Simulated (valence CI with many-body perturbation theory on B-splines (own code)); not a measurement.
## Forbidden lines of Sb XI

Calculated by valence CI with perturbative core correlation (CI+MBPT): five valence electrons over a frozen Dirac-Fock core [Kr], radial functions for each j: 7 s, 7 p, 8 d, 6 f, 4 g, 1 h, with the one-electron correlation potential Σ1 (screened to all orders), the two-electron term Σ2, the three-electron term Σ3, Breit, model QED; selected single and double excitations, second order for the rest, scaled by the run's own slope (own B-spline code, finite nucleus).

No measured levels were compared; by estimate terms of the open shell hold to 2 to 4 % of their energy, and close levels can change places. Core correlation moves these levels by up to 9500 cm⁻¹, and in measured spectra 5 to 20 % of such shifts remained as error; rates that hang on mixing are uncertain with them. Among the levels kept, up to 560 cm⁻¹ of a level comes from second order outside the variational space, and about a tenth of that is noise between levels of different J, which matters for small intervals. The list stops below the first excitations out of the core. Only levels of the ground parity were solved; by the run's estimate the other parity begins above the list, which can be wrong where configurations are misplaced.

Lines 51 to 100 of 120 in falling wavelength, among levels below 429080 cm⁻¹, chosen from the decays that carry over 1 % of a level's rate. Wavelengths and rates use the calculated energies, so an error of 2000 cm⁻¹ moves a line at 5765 Å by 12 % and its rate by three times that or more. Weak lines are less certain than strong ones. Lines between different terms over intervals too small for the method are left out, as are lines whose strength nearly cancels.

Names give the largest LS component (configuration and term), which can be under half, so a name can repeat, a term be missing and a line seem to break the LS rules; names also repeat where a configuration has a term twice. Letters in brackets count levels of one name in rising energy.

```
λ vac (Å)           Upper           Lower  Type   A (s⁻¹)  Branch %
     5790  4d5 2F_7/2 [c]  4d5 2F_5/2 [a]    M1  1.00e+00       1.8
     5765      4d5 4F_3/2      4d5 4P_1/2    M1  7.58e+00       9.4
     5661      4d5 4D_5/2  4d5 4G_5/2 [a]    M1  5.78e+00       6.8
     5603  4d5 2F_7/2 [c]  4d5 2G_9/2 [a]    M1  1.55e+01      27.7
     5359  4d5 2D_3/2 [a]      4d5 4P_3/2    M1  2.32e+01      32.4
     5355  4d5 2G_9/2 [b]  4d5 2G_9/2 [a]    M1  1.69e+00       2.7
     5330  4d5 2F_7/2 [c]  4d5 2F_7/2 [a]    M1  1.01e+01      18.0
     5058     4d5 2I_13/2     4d5 4G_11/2    M1  1.68e+00      77.9
     4993     4d5 2H_11/2     4d5 2I_13/2    M1  1.94e+01      11.9
     4967      4d5 4F_5/2      4d5 4D_7/2    M1  3.08e+00       3.8
     4929      4d5 4P_3/2  4d5 4G_5/2 [a]    M1  3.65e+00       4.0
     4838  4d5 2D_3/2 [a]      4d5 4D_1/2    M1  1.31e+01      18.3
     4780  4d5 2F_5/2 [b]      4d5 4P_3/2    M1  5.22e+00       6.2
     4775      4d5 4F_3/2      4d5 4D_3/2    M1  3.73e+01      46.2
     4763  4d5 2F_7/2 [a]      4d5 4G_9/2    M1  1.15e+01      81.1
     4698  4d5 2D_3/2 [a]      4d5 4D_5/2    M1  1.46e+01      20.4
     4682  4d5 2F_5/2 [a]      4d5 4D_3/2    M1  6.37e+00       3.4
     4495  4d5 2F_5/2 [a]  4d5 4G_5/2 [b]    M1  1.29e+02      68.2
     4402  4d5 2G_9/2 [a]     4d5 4G_11/2    M1  1.10e+01      44.8
     4387      4d5 2H_9/2      4d5 4D_7/2    M1  6.85e+00       6.8
     4378  4d5 2F_7/2 [b]      4d5 4D_5/2    M1  1.00e+01       7.9
     4247  4d5 2F_5/2 [b]      4d5 4D_5/2    M1  4.25e+00       5.1
     4236  4d5 2G_9/2 [a]      4d5 4G_7/2    M1  7.48e+00      30.4
     4233     4d5 2H_11/2     4d5 2I_11/2    M1  6.36e+01      39.0
     4152  4d5 2G_7/2 [a]      4d5 4D_7/2    M1  1.56e+01      26.6
     4136  4d5 2F_5/2 [a]      4d5 4G_7/2    M1  1.96e+01      10.4
     3966  4d5 2G_9/2 [b]     4d5 2I_11/2    M1  1.56e+01      25.1
     3762  4d5 2F_7/2 [a]  4d5 4G_5/2 [a]    M1  1.51e+00      10.7
     3651      4d5 4F_5/2  4d5 4G_5/2 [b]    M1  8.86e+00      11.0
     3646  4d5 2F_7/2 [b]      4d5 4D_7/2    M1  3.76e+01      29.8
     3616      4d5 4F_3/2  4d5 4G_5/2 [a]    M1  3.31e+01      41.0
     3613  4d5 2F_7/2 [c]      4d5 4D_5/2    M1  3.33e+00       5.9
     3555  4d5 2F_5/2 [b]      4d5 4D_7/2    M1  1.45e+01      17.4
     3410      4d5 4F_5/2      4d5 4G_7/2    M1  2.34e+01      29.1
     3301      4d5 2H_9/2      4d5 4G_9/2    M1  4.51e+01      45.0
     3216      4d5 2H_9/2     4d5 4G_11/2    M1  1.62e+01      16.1
     3191  4d5 2G_7/2 [a]  4d5 4G_5/2 [b]    M1  1.54e+00       2.6
     3167  4d5 2G_7/2 [a]      4d5 4G_9/2    M1  2.60e+01      44.4
     3126      4d5 2H_9/2      4d5 4G_7/2    M1  1.94e+01      19.3
     3102  4d5 2D_3/2 [a]      4d5 4D_3/2    M1  2.30e+00       3.2
     3100  4d5 2F_7/2 [c]      4d5 4D_7/2    M1  7.25e-01       1.3
     3022  4d5 2G_9/2 [b]      4d5 4D_7/2    M1  1.73e+01      27.9
     3019  4d5 2D_3/2 [a]  4d5 4G_5/2 [b]    M1  2.38e+00       3.3
     3005  4d5 2G_7/2 [a]      4d5 4G_7/2    M1  2.76e+00       4.7
     2960  4d5 4G_5/2 [a]      4d5 6S_5/2    M1  3.48e+01     100.0
     2899  4d5 2F_5/2 [b]      4d5 4D_3/2    M1  5.15e+00       6.2
     2864  4d5 2F_7/2 [b]      4d5 4G_9/2    M1  4.46e+01      35.3
     2826  4d5 2F_5/2 [b]  4d5 4G_5/2 [b]    M1  7.70e+00       9.2
     2731  4d5 2F_7/2 [b]      4d5 4G_7/2    M1  8.90e+00       7.0
     2679  4d5 2F_5/2 [b]      4d5 4G_7/2    M1  1.99e+01      23.8
```
